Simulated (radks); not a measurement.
Spherical quantum dot in the effective-mass picture: electrons in a well V = -V0 / (1 + exp((r - R)/a)) with V0 = 28.2, R = 1.58, a = 0.12, all in effective atomic units (hartree* = m*/eps^2 hartree, bohr* = eps/m* bohr), one dielectric constant everywhere. Calculated with a radial shooting solver with Libxc functionals: non-relativistic Kohn-Sham, r2SCAN, spin-polarised, spherical densities, generalised Kohn-Sham scheme. Levels are named by radial order and angular momentum (1s, 1p, 1d, 2s, ...), and open shells are averaged over m.

N = 19, configuration 1s2 1p6 1d10 2s(up 1, down 0). This is the lowest configuration that the search found. Occupied and some empty levels:

| level | occupation | eigenvalue (hartree*) | <r> (bohr*) |
|---|---|---|---|
| 1s up | 1 | -10.157 | 0.9449 |
| 1s down | 1 | -10.073 | 0.9600 |
| 1p up | 3 | -8.6900 | 1.054 |
| 1p down | 3 | -8.6643 | 1.055 |
| 1d up | 5 | -6.5845 | 1.130 |
| 1d down | 5 | -6.5657 | 1.129 |
| 2s up | 1 | -4.5692 | 0.8308 |
| 2s down | 0 | -4.2119 | 0.8395 |
| 1f up | 0 | -3.9466 | 1.192 |
| 1f down | 0 | -3.9230 | 1.191 |
| 2p up | 0 | -1.2586 | 0.9663 |
| 2p down | 0 | -1.1155 | 0.9761 |
| 1g up | 0 | -0.84734 | 1.247 |
| 1g down | 0 | -0.81914 | 1.246 |

Energy (hartree*): total -288.169, kinetic 76.851, external -499.45, Hartree 152.01, exchange-correlation -17.580.
